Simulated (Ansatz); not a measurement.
Computed with Ansatz on PBE0-D4/def2-TZVP structures; ΔE is electronic, products minus reactants. CBS: MP2 limit from def2 TZ/QZ plus the TZ coupled-cluster correction, frozen cores. This one scheme is used for every species. Functionals use def2-TZVPP. For Ge outer-core shells are correlated without core-valence functions, which leaves a few kJ/mol of doubt a bond. Scalar relativity is left out up to krypton. One conformer a species, not always the lowest.

`C[N]([GeH3])BF` + H₂ → `B[N](C)[GeH3]` + H–F  (hydrogenolysis of a B–F bond)

```
         level  ΔE (kJ/mol)  difference from CCSD(T)/CBS
       PBE0-D4        113.0                          2.4
    r2SCAN0-D4        121.0                         10.4
       ωB97X-V        118.1                          7.5
          BLYP        118.6                          8.0
        r2SCAN        124.5                         13.9
          PBE0        112.1                          1.5
       r2SCANh        122.9                         12.3
         BHLYP        119.0                          8.4
MP2/def2-TZVPP        114.0                          3.4
 HF/def2-QZVPP        118.1                          7.5
   CCSD(T)/CBS        110.6                            0
```

Largest T1 diagnostic among the species: 0.013.

In def2-TZVPP, CCSD(T) changes the Hartree–Fock value by −5.3 kJ/mol (the triples alone add +0.9 kJ/mol) and MP2 by −4.2 kJ/mol. Leaving LDA and LC-ωPBE aside and taking each functional with its dispersion term where it has one, the values, not all of them listed here, spread over 12.0 kJ/mol, from HSE06-D4 to r2SCAN-D4. LDA lies +6.3 kJ/mol from PBE without D4.
